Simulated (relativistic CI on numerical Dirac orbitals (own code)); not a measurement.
Radial Dirac CI calculation of Cl+.

Command:

```sh
python run_levels.py task.json out
```

Input:

```
atom Cl  Z=17  charge=1  electrons=16
nucleus A=35  rms_radius_fm=3.3654
hamiltonian dirac-coulomb  breit=on  qed=on  c_scale=2
orbitals kli  potential=per-configuration
slater_scale 1
correlation none
mixing on
grid step=0.0125 r_max=51.4
scf mixing=0.4 start=green max_iterations=20 tolerance=2e-08 node_fill=0.05
configurations
  [Ne] 3s2 3p4
end
```

Output:

```
SCF 1: [Ne] 3s2 3p4
 iter      energy (Ha)   residual   last orbital (Ha)
    1      -457.823933   8.98e-01     -1.13094
    2      -459.110368   3.39e-01     -0.93908
    3      -459.366079   3.77e-02     -0.87982
    4      -459.372264   5.45e-03     -0.92203
    5      -459.372301   1.60e-03     -0.91640
    6      -459.372351   9.56e-05     -0.91641
    7      -459.372352   5.72e-05     -0.91647
    8      -459.372355   4.85e-07     -0.91655
    9      -459.372355   4.24e-08     -0.91655
   10      -459.372355   1.15e-08     -0.91655
orbital energies (Ha): 1s -101.4467  2s -10.0203  2p1/2 -7.8236  2p3/2 -7.8081  3s -1.3750  3p1/2 -0.9178  3p3/2 -0.9165
configuration averages (Ha): Dirac-Coulomb, Breit, QED
  3p4                           -459.372355    0.026966    0.064786
levels: no., configuration, term, J, E (cm-1), weight
   1 3p4                    3P   2                0.0  1.00
   2 3p4                    3P   1              171.9  1.00
   3 3p4                    3P   0              254.9  1.00
   4 3p4                    1D   2            14053.5  1.00
   5 3p4                    1S   0            35005.6  1.00
lowest total energy -459.312815 Ha
end: converged
```

Against the reference input this run has: iteration limit 20, speed of light × 2. The reference run ends at -460.321418 Ha with Breit and QED terms. With a changed speed of light or nuclear radius the levels are not those of the real ion, and the QED model is not rescaled.

With so few configurations and no correlation, terms lie too far apart (by 10 to 50 % or more near neutrality), their order can be wrong, and levels of other configurations are missing.
